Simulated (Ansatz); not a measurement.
Stepwise reaction of `[SiH3][O][Mg][O][SiH3]` with hydrogen chloride, as a gas-phase model of exchange steps in deposition or etching. ΔE in kJ/mol.

Calculated with Ansatz (gas phase, PBE0-D4/def2-TZVP geometries, no zero-point term in ΔE). CCSD(T)/CBS is the MP2 limit (def2-TZVPP, def2-QZVPP) plus CCSD(T) − MP2 in def2-TZVPP, frozen cores. This one scheme is used for every species. DFT in def2-TZVPP. B3LYP here is the variant with VWN-RPA as its local correlation; programs differ in this. For Mg outer-core shells are correlated without core-valence functions, which leaves a few kJ/mol of doubt a bond. Each species was taken in one conformer, which may not be the lowest.

| step | reaction | PBE-D4 | B3LYP-D4 | ωB97M-V | CCSD(T)/CBS |
| --- | --- | --- | --- | --- | --- |
| 1 | `[SiH3][O][Mg][O][SiH3]` + HCl → `[SiH3][O][Mg][Cl]` + `O[SiH3]` | -48.6 | -45.4 | -48.9 | -38.4 |
| 2 | `[SiH3][O][Mg][Cl]` + HCl → `[Cl][Mg][Cl]` + `O[SiH3]` | -47.6 | -44.0 | -47.5 | -39.1 |

(1) By hand: ΔE of the 2 steps together at CCSD(T)/CBS.

## Answers

(1) (-38.4) + (-39.1) = -77.5 kJ/mol, or -38.8 kJ/mol a step.

In ΔE the steps differ by no more than 0.7 kJ/mol. All are downhill at CCSD(T)/CBS. PBE-D4 differs from CCSD(T)/CBS by -10.2 to -8.5 kJ/mol a step. Isolated molecules leave out the surface, adducts and barriers. Largest T1 diagnostic: 0.011.
